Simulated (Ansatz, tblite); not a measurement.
Removing an electron: BH2(iPr) (C3H9B). Total charge 0; singlet. Geometry: r2SCAN-D4/def2-SVP. Ansatz, gas phase; energy differences of separate SCF runs; the oxidised species was run as a doublet alone.

```xyz
13

B     1.429   -0.664   -0.461
H     1.713   -1.798   -0.141
H     2.242   -0.012   -1.078
C    -0.006   -0.120   -0.232
C    -0.206    1.396   -0.289
C    -0.852   -0.786    0.856
H    -0.348   -0.540   -1.225
H     0.356    1.853   -1.118
H     0.147    1.865    0.645
H    -1.269    1.667   -0.405
H    -1.922   -0.540    0.753
H    -0.749   -1.882    0.842
H    -0.535   -0.439    1.854
```

The xTB rows come from tblite.

```csv
level,−HOMO (eV),vertical IE (eV),−LUMO (eV),HOMO–LUMO gap (eV)
GFN1-xTB,12.05,15.18,7.25,4.79
GFN2-xTB,10.78,13.86,6.49,4.29
PBE-D4/def2-TZVP,7.00,10.18,2.17,4.83
r2SCAN-D4/def2-TZVP,7.25,10.27,1.73,5.52
PBE0-D4/def2-TZVP,8.31,10.47,1.15,7.16
```

  Raw xTB energy differences between charge states are shifted by several eV; the methods need an empirical correction for them.
